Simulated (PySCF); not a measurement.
## ECD: SMILES CC(=O)[C@@H]1C[C@@H]1[SiH2]N, C5H11NOSi

Geometry:
```csv
atom,x (Å),y (Å),z (Å)
C1,2.453,-1.235,-0.463
C2,1.063,-0.725,-0.172
O3,0.102,-1.465,-0.128
C4,0.945,0.719,0.059
C5,0.169,1.168,1.280
C6,-0.434,1.333,-0.064
Si7,-1.910,0.264,-0.582
N8,-2.505,-0.596,0.787
H9,3.117,-0.982,0.361
H10,2.834,-0.756,-1.363
H11,2.438,-2.312,-0.604
H12,1.811,1.310,-0.215
H13,-0.229,0.393,1.916
H14,0.550,2.028,1.813
H15,-0.429,2.338,-0.465
H16,-2.981,1.232,-0.867
H17,-1.607,-0.452,-1.826
H18,-3.466,-0.895,0.749
H19,-1.931,-1.357,1.116
```

The calculation used TDDFT B3LYP/def2-SVPD circular dichroism and optical rotation, one conformer, gas phase (PySCF 2.14.0). Geometry: GFN2-xTB.

The molecule is flexible and this is one conformer; a measurement averages over conformers. States above about 6.9 eV (minus the energy of the highest occupied orbital) lie near or above the ionisation threshold and depend on the basis.

Task: What are the CIP labels of the stereocentres?

Result: C4 S, C6 S.

Task: List the lowest 16 singlet excitations with oscillator and rotatory strengths.

Result: Rotatory strengths R in 10⁻⁴⁰ esu² cm², velocity form and length form (origin at the centre of mass); f in length form.
```
state  E (eV)  λ (nm)       f  R (velocity)  R (length)                                    main
    1    4.64     267  0.0005         +12.0       +12.2                        HOMO−1→LUMO 0.97
    2    5.07     245   0.002          +1.0        +1.2                          HOMO→LUMO 1.00
    3    6.25     198   0.068         -36.9       -36.9                        HOMO−2→LUMO 0.90
    4    6.32     196   0.028         +34.2       +33.5      HOMO→LUMO+2 0.47, HOMO→LUMO+1 0.44
    5    6.51     191   0.022         -25.1       -25.7                        HOMO−3→LUMO 0.93
    6    6.65     186   0.011          -3.0        -2.7      HOMO→LUMO+1 0.51, HOMO→LUMO+2 0.47
    7    6.78     183   0.026          -8.3        -7.5                      HOMO−1→LUMO+1 0.98
    8    7.06     176   0.020          -2.1        -2.4    HOMO−4→LUMO 0.58, HOMO−1→LUMO+2 0.32
    9    7.09     175   0.005          -0.6        -0.6      HOMO→LUMO+3 0.80, HOMO→LUMO+4 0.12
   10    7.16     173   0.011          +9.1        +8.0    HOMO−1→LUMO+2 0.51, HOMO−4→LUMO 0.29
   11    7.20     172   0.030         +11.4       +12.1    HOMO−5→LUMO 0.80, HOMO−1→LUMO+2 0.13
   12    7.29     170   0.015          +6.2        +7.6      HOMO→LUMO+4 0.80, HOMO→LUMO+3 0.13
   13    7.46     166   0.004          +0.2        +0.3  HOMO−2→LUMO+1 0.64, HOMO−1→LUMO+3 0.29
   14    7.48     166   0.019         +11.8       +11.3  HOMO−1→LUMO+3 0.58, HOMO−2→LUMO+1 0.29
   15    7.56     164   0.018         -34.9       -34.0      HOMO→LUMO+5 0.83, HOMO→LUMO+6 0.08
   16    7.74     160   0.022         -39.4       -39.1    HOMO→LUMO+6 0.52, HOMO−2→LUMO+2 0.36
```

Among the states computed, the strongest CD band (largest |R|) is state 16. The largest dissymmetry factor in size, g = 4R/(D+G), with D and G the electric and magnetic dipole strengths, is +0.19 for state 1 (velocity form, f = 0.0004), among bands with |R| over 0.5. The mirror image has the same energies and oscillator strengths and all R with the opposite sign.
